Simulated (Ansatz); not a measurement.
Reaction (atomization): `O=[C]1[CH2][AlH]1` → Al• + 2 C• + 3 H• + O•

Program: Ansatz. Geometries: PBE0-D4/def2-TZVP. ΔE: electronic, gas phase. CCSD(T)/CBS is the MP2 limit (def2-TZVPP, def2-QZVPP) plus CCSD(T) − MP2 in def2-TZVPP, frozen cores. This one scheme is used for every species, atoms too. DFT in def2-TZVPP. No spin–orbit coupling; open shells (•) take unrestricted orbitals. Spin–orbit coupling would lower the free atoms: a little for Al, C, O.

CCSD(T)/CBS gives +2557.3 kJ/mol.

(1) Another level gave +2574.5 kJ/mol. Which?
A. BLYP/def2-TZVPP
B. BLYP-D4/def2-TZVPP
C. BHLYP/def2-TZVPP
D. PBE0/def2-TZVPP

(2) What do rigid-rotor, harmonic-oscillator terms from PBE0-D4/def2-TZVP frequencies (298.15 K, 1 bar) make of the CCSD(T)/CBS value? (Estimate.)

Largest T1 diagnostic among the species: 0.021, so the coupled-cluster value is less sure than usual.

## Answers

(1) D. PBE0 2574.5, BHLYP 2416.9, BLYP-D4 2594.1, BLYP 2568.4 kJ/mol.

(2) Computed: ΔZPE = -102.4 kJ/mol, ΔH = +2482.5 kJ/mol, ΔS = 692 J/(mol·K), ΔG = +2276.1 kJ/mol. Open shells count their whole term as degenerate.

From r2SCAN to r2SCAN0 (25 % exact exchange), in def2-TZVPP and without D4, ΔE moves by −82.3 kJ/mol: exact exchange takes away binding that semilocal exchange gives to molecules. At CCSD(T), def2-SVP lies −138.4 kJ/mol from the extrapolated value and def2-TZVPP −77.0 kJ/mol: correlation converges slowly with the basis, and small sets miss more of it in the bonded molecule than in its fragments.

For atomizations the MP2-based limit and the directly extrapolated one differ by several kJ/mol either way, and by 10 to 25 for some Ge, Se and Sn compounds, so smaller differences from it don't rank the levels.
